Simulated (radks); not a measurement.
The numbers below are computed, except where a source is named.
Question: Neutral scandium: order these configurations by energy. Level of theory: non-relativistic Kohn-Sham, PBE, spin-polarised, spherical densities, point nucleus (a radial shooting solver on a logarithmic mesh with Libxc functionals). Open shells are filled with parallel spins first. [Ar] 3d1 4s1 4p1; [Ar] 3d1 4s2; [Ar] 3d2 4s1; [Ar] 4s2 4p1.

Answer: From the lowest, in eV above it: [Ar] 3d1 4s2 0.000; [Ar] 3d2 4s1 0.645; [Ar] 3d1 4s1 4p1 1.926; [Ar] 4s2 4p1 3.642.
